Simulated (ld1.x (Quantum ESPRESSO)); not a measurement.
# Mg (Z = 12): one change to a TM potential, before and after

```json
{
 "Element": "magnesium",
 "Generator": "ld1.x (Quantum ESPRESSO) 7.5",
 "Type": "norm-conserving Troullier–Martins (Kleinman–Bylander form)",
 "Functional": "PW91",
 "Relativity": "scalar-relativistic",
 "Frozen core": "[Ne]",
 "Valence charge": "2",
 "Reference configuration": "3s1 3p0 (charge +1)",
 "Partial waves": "3s (bound): rc 1.80 bohr; 3d channel at 0.1 Ry: rc 2.60 bohr; 3p (bound, empty): rc 3.25 bohr",
 "Local potential": "the p channel",
 "Core correction": "a·sin(br)/r model core inside 1.85 bohr"
}
```

Change: core correction a·sin(br)/r model core inside 0.68 bohr.

Cutoffs: the cutoffs (Ry, on a coarse ladder) from which the occupation-weighted sum of valence levels, in a spherical-Bessel basis at the reference potential, stays within 10 and 1 mRy of its value at 400 Ry; they do not see the model core or the augmentation charge, which bear on the density cutoff. Errors are all-electron minus pseudo energies relative to the spin-unpolarised reference configuration.

Task: How do hardness, ghosts and transferability respond?

Result: The potential gets neither clearly harder nor softer (6 Ry and 21 Ry → 6 Ry and 21 Ry); of the 5 tests that both files solve, the error grows in 1 and shrinks in 4 by more than 15 % and 0.3 meV (median size 2.5 → 2.8 meV); neither file shows a bound ghost. A model core, the more so a compact one, raises the density cutoff, which this test does not measure.

```csv
quantity,base,changed
"cutoff, loose",6 Ry,6 Ry
"cutoff, tight",21 Ry,21 Ry
bound ghosts,none,none
"error for 3s2 3p0, meV [ΔE -7.99 eV]",+4.9,-2.8
"error for 3s1.5 3p0, meV [ΔE -4.83 eV]",+2.5,-0.9
"error for 3s1 3p1, meV [ΔE -4.50 eV]",+1.6,+0.8
"error for 3s0 3p1, meV [ΔE 4.35 eV]",+11,-5.1
"error for 3s0 3p2, meV [ΔE -0.81 eV]",+1.8,-4.0
s: phases at 3.57 bohr within 0.05 rad from the reference energy up to (Ry; the scan ends near 5),0.9,0.9
p: phases at 3.57 bohr within 0.05 rad from the reference energy up to (Ry; the scan ends near 5),1.2,1.2
d: phases at 3.57 bohr within 0.05 rad from the reference energy up to (Ry; the scan ends near 5),1.8,1.8
```
